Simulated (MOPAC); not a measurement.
Job for MOPAC: PM7 on PO, 2S+1 = 2, a spin state set in the input, which need not be the lowest, a point of a bond scan (R = 1.441 Å).

```
PM7 1SCF PRECISE CHARGE=0 UHF MS=0.5 THREADS=1
OP

O      0.00000000 1     0.00000000 1     0.00000000 1
P      0.00000000 1     0.00000000 1     1.44143000 1
```

It printed:

```
*******************************************************************************
 **                                                                           **
 **                              MOPAC v23.2.5                                **
 **                                                                           **
 *******************************************************************************
 ** MOPAC's Digital Object Identifier: https://doi.org/10.5281/zenodo.6511958 **
 **                                                                           **
 ** Please cite the open-source release paper for use of this MOPAC version:  **
 ** J. E. Moussa and J. J. P. Stewart (2026)                                  **
 ** MOPAC: An open-source semiempirical molecular orbital program             **
 ** J. Open Source Softw., 11(119), 8025, https://doi.org/10.21105/joss.08025 **
 *******************************************************************************

                              PM7 CALCULATION RESULTS

 *******************************************************************************
 *  PM7        - The PM7 Hamiltonian to be used
 *  UHF        - UNRESTRICTED HARTREE-FOCK CALCULATION
 *
 *
 *
 *                 CHARGE ON SYSTEM = 0
 *
 *
 *
 *  MS=        - IN MECI, MAGNETIC COMPONENT OF SPIN =  0.5
 *  PRECISE    - TIGHTER CRITERIA TO BE USED
 *  1SCF       - DO 1 SCF AND THEN STOP
 *  THREADS=1  - MULTI-THREADING NOT USED
 *  T=         - A TIME OF 172800.0 SECONDS REQUESTED
 *  DUMP=N     - RESTART FILE WRITTEN EVERY 7200.0 SECONDS REQUESTED
 *******************************************************************************
PM7 1SCF PRECISE CHARGE=0 UHF MS=0.5 THREADS=1
 OP

   ATOM   CHEMICAL          X               Y               Z
  NUMBER   SYMBOL      (ANGSTROMS)     (ANGSTROMS)     (ANGSTROMS)

     1       O          0.00000000  *   0.00000000  *   0.00000000  *
     2       P          0.00000000  *   0.00000000  *   1.44143000  *



          CARTESIAN COORDINATES

    NO.       ATOM           X           Y           Z

     1         O          0.0000      0.0000      0.0000
     2         P          0.0000      0.0000      1.4414

 General Reference for PM7:
 "Optimization of Parameters for Semiempirical Methods VI: More Modifications to the
 NDDO Approximations and Re-optimization of Parameters", J. J. P. Stewart, J. Mol. Mod., 1:32, 19 (2013)
 https://link.springer.com/article/10.1007/s00894-012-1667-x

           Empirical Formula: O P  =     2 atoms



      MOLECULAR POINT GROUP   :   C*v


          UHF CALCULATION, NO. OF ALPHA ELECTRONS =    6
                           NO. OF BETA  ELECTRONS =    5

 -------------------------------------------------------------------------------
 PM7 1SCF PRECISE CHARGE=0 UHF MS=0.5 THREADS=1
 OP



     1SCF WAS SPECIFIED, SO BFGS WAS NOT USED
     SCF FIELD WAS ACHIEVED


                              PM7 CALCULATION
                                                       MOPAC v23.2.5 Linux




          FINAL HEAT OF FORMATION =          5.12939 KCAL/MOL =      21.46136 KJ/MOL


          COSMO AREA              =         64.83 SQUARE ANGSTROMS
          COSMO VOLUME            =         47.57 CUBIC ANGSTROMS

          IONIZATION POTENTIAL    =          7.722503 EV
          ALPHA SOMO LUMO (EV)    =         -7.723 -3.475
          BETA  SOMO LUMO (EV)    =        -12.528 -3.022
          NO. OF ALPHA ELECTRONS  =          6
          NO. OF BETA  ELECTRONS  =          5
          MOLECULAR WEIGHT        =         46.9732         POINT GROUP:  C*v

          MOLECULAR DIMENSIONS (Angstroms)

            Atom       Atom       Distance
            P     2    O     1     1.44143
            P     2    O     1     0.00000
            O     1    P     2     0.00000


          SCF CALCULATIONS        =          1





   ATOM   CHEMICAL          X               Y               Z
  NUMBER   SYMBOL      (ANGSTROMS)     (ANGSTROMS)     (ANGSTROMS)

     1       O          0.00000000  *   0.00000000  *   0.00000000  *
     2       P          0.00000000  *   0.00000000  *   1.44143000  *

                             CARTESIAN COORDINATES

   1    O        0.000000000     0.000000000     0.000000000
   2    P        0.000000000     0.000000000     1.441430000


           Empirical Formula: O P  =     2 atoms



      MOLECULAR POINT GROUP   :   C*v


          ALPHA EIGENVALUES
 -46.94672 -29.04337 -15.20632 -14.01517 -12.75166  -7.72250  -3.47528  -0.29554
 104.91302 104.92042 105.01470 105.14082 105.21995


           BETA EIGENVALUES
 -45.64908 -28.49909 -14.17530 -13.43963 -12.52770  -3.02229  -1.99253   0.19656
 104.91484 104.92171 105.08388 105.15848 105.22426


              NET ATOMIC CHARGES AND DIPOLE CONTRIBUTIONS

  ATOM NO.   TYPE          CHARGE      No. of ELECS.   s-Pop       p-Pop       d-Pop
    1          O          -0.153909        6.1539     1.87972     4.27418
    2          P           0.153909        4.8461     1.94646     2.86412     0.03550
 DIPOLE           X         Y         Z       TOTAL
 POINT-CHG.     0.000     0.000     1.066     1.066
 HYBRID         0.000     0.000     0.045     0.045
 SUM            0.000     0.000     1.110     1.110


          ATOMIC ORBITAL ELECTRON POPULATIONS

     Atom    s        px        py        pz      x^2-y^2     xz        z^2       yz        xy
    1  O   1.87972   1.74656   1.33503   1.19259
    2  P   1.94646   1.24156   0.65591   0.96665   0.00000   0.01188   0.01457   0.00906   0.00000


                    (SZ)    =    0.500000
                    (S**2)  =    0.768115


          ATOMIC ORBITAL SPIN POPULATIONS

    Atom   Total    s     px     py     pz   x^2-y^2  xz     z^2    yz     xy
         Atomic
    1  O  0.0743  0.008  0.240 -0.108 -0.066
    2  P  0.9257 -0.002  0.758  0.109  0.059 -0.000  0.002  0.000 -0.001 -0.000

 **********************
 *                    *
 * JOB ENDED NORMALLY *
 *                    *
 **********************




 == MOPAC DONE ==
```

The run finished.

Cost: around 0.03 core-seconds (rough).
